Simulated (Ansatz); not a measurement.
A structure relaxed at PBE0-D4/def2-TZVP, charge 0, multiplicity 1:

```tsv
atom	x (Å)	y (Å)	z (Å)
Si1	-0.848	1.309	-0.783
Si2	0.599	-0.473	-0.334
O3	1.352	-0.452	1.187
Al4	0.464	-1.929	1.412
H5	-1.606	1.002	-2.027
H6	-1.814	1.474	0.337
H7	-0.121	2.595	-0.977
H8	1.558	-0.628	-1.469
H9	0.415	-2.898	2.655
```

(1) Give its formula and SMILES.

(2) Summarise the bond lengths by kind.

Answers

(1) AlH5OSi2, `[SiH3][SiH]1[O][AlH]1`.

(2) 1 × Si–Si 2.339 Å; 4 × H–Si 1.488 to 1.494 Å; 1 × O–Si 1.697 Å; 1 × Al–Si 2.277 Å; 1 × Al–O 1.738 Å; 1 × Al–H 1.577 Å.

Computed with Ansatz.
